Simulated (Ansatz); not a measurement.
Cost and result up the ladder for the cluster Cs3I2 (5 atoms). Charge 0, multiplicity 2. Geometry: PBE-D4/def2-SVP.

```xyz
5

Cs   -1.762    3.088   -2.922
Cs    2.234   -0.107    2.369
Cs   -1.404   -1.534   -0.929
I     0.370    1.737   -0.186
I     0.561   -3.184    1.667
```

Ansatz on 4 threads of Arm Neoverse V2 on a shared host. Times are rough, and most runs start from the orbitals of an earlier one. ωB97X-V/def2-TZVP serves as the yardstick here, not as an exact answer. Differences are given only for rows in sets of like size (and for xTB, whose basis is part of the method), since another set adds its own error. Binding counts from free atoms at the same level (Cs doublet, I doublet; other spins of the atoms weren't run), without zero-point energy or a counterpoise term.

In the def2 sets Cs, I take a core potential; there is no spin–orbit coupling. Correlated methods freeze 8 core orbitals; core or outer-core shells of Cs, I are correlated, in sets that lack core-valence functions. The rows differ in basis, and correlated rows in double-zeta sets carry the largest basis error. Another isomer (doublet) lies 0.06 eV lower at PBE0-D4/def2-TZVP; other spin states weren't run for this one.

Correlated methods converge slowly with the basis, most of all in double-zeta sets.

```tsv
level	functions	wall time
PBE-D4/def2-SVP	124	6 s
MP2/def2-TZVP	187	6.5 s
PBE-D4/def2-TZVP (with forces)	187	8 s
PBE0-D4/def2-SVP	124	9 s
PBE0-D4/def2-TZVP	187	13 s
r2SCAN-D4/def2-TZVP	187	18 s
PBE-QIDH/def2-TZVP	187	19 s
r2SCANh-D4/def2-TZVP	187	23 s
ωB97X-V/def2-TZVP	187	38 s
CCSD(T)/def2-SVP	124	3.3 min
```

Estimate what each level gives for the binding energy per atom (eV).


```tsv
level	binding energy per atom (eV)	difference from ωB97X-V/def2-TZVP (eV)
PBE-D4/def2-SVP	1.79	–
MP2/def2-TZVP	1.82	-0.06
PBE-D4/def2-TZVP (with forces)	1.80	-0.08
PBE0-D4/def2-SVP	1.81	–
PBE0-D4/def2-TZVP	1.81	-0.07
r2SCAN-D4/def2-TZVP	1.85	-0.03
PBE-QIDH/def2-TZVP	1.83	-0.05
r2SCANh-D4/def2-TZVP	1.84	-0.04
ωB97X-V/def2-TZVP	1.88	0.00
CCSD(T)/def2-SVP	1.67	–
```
